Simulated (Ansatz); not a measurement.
The cluster GaB₇. Total charge 0; triplet. Geometry PBE0-D4/def2-SVP, that of the neutral singlet; atoms count from 1.

```xyz
8

Ga   -2.0211    1.1153    0.2703
B     1.7893   -0.0972   -0.3620
B    -0.1771    1.7950   -0.2039
B    -0.3941   -1.8167    0.3276
B     1.0702   -1.4819   -0.0255
B    -1.5471   -0.8430    0.4369
B     0.0317   -0.0172   -0.0030
B     1.2483    1.3458   -0.4403
```

At PBE0-D4/def2-TZVP a singlet of charge 0 lies 0.07 eV below the triplet at the same geometry. That singlet is doubtful there (restricted singlet, unstable towards broken spin symmetry at other levels and untested here). The structure comes from a short search, and lower isomers may exist.

(1) Estimate the Mulliken populations from the PBE0/def2-TZVP orbitals of Ansatz.

(2) Where does the spin sit?

(3) And the Mayer bond orders between bonded heavy atoms (over 0.3)?

Answers

(1) 
```
atom  charge (e)  spin (α − β)
 Ga1        0.03          0.18
  B2       -0.03          0.29
  B3        0.02          0.45
  B4        0.04          0.29
  B5       -0.03          0.29
  B6        0.02          0.45
  B7       -0.08         -0.25
  B8        0.04          0.29
```
Mulliken values and Mayer orders depend strongly on the basis.

(2) Summed by element: Ga 0.18, B 1.82, of 2 unpaired in all. Largest on single atoms: B3 0.45, B6 0.45, B2 0.29.

(3) Ga1–B3 1.01 (2.02 Å); Ga1–B6 1.01 (2.02 Å); Ga1–B7 0.33 (2.36 Å); B2–B5 1.26 (1.60 Å); B2–B7 0.51 (1.80 Å); B2–B8 1.20 (1.54 Å); B3–B7 0.54 (1.84 Å); B3–B8 1.35 (1.51 Å); B4–B5 1.20 (1.54 Å); B4–B6 1.35 (1.51 Å); B4–B7 0.47 (1.88 Å); B5–B7 0.51 (1.80 Å); B6–B7 0.54 (1.84 Å); B7–B8 0.47 (1.88 Å).
